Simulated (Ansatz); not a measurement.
Problem. Predict a relaxed structure of SnHMe2(NMe2) (C4H13NSn), charge 0, singlet, at PBE-D4/def2-SVP (Ansatz).

Solution. 
```csv
atom,x (Å),y (Å),z (Å)
C1,-1.671,-1.724,-0.532
C2,1.081,-1.556,1.751
C3,-0.506,2.258,-0.533
C4,1.417,0.888,-1.034
N5,0.340,1.165,-0.108
Sn6,-0.552,-0.455,0.846
H7,-1.605,0.280,2.014
H8,-2.145,-2.558,0.023
H9,-0.985,-2.141,-1.294
H10,-2.459,-1.134,-1.038
H11,1.609,-2.157,0.986
H12,0.692,-2.236,2.533
H13,1.791,-0.843,2.212
H14,0.090,3.197,-0.641
H15,-1.297,2.462,0.219
H16,-1.017,2.098,-1.522
H17,2.068,0.073,-0.654
H18,1.083,0.596,-2.067
H19,2.068,1.787,-1.161
```
 This is one stationary point.

In the def2 sets Sn takes a core potential; there is no spin–orbit coupling. Another isomer (singlet) lies 0.19 eV lower at PBE0-D4/def2-TZVP; other spin states weren't run for this one.
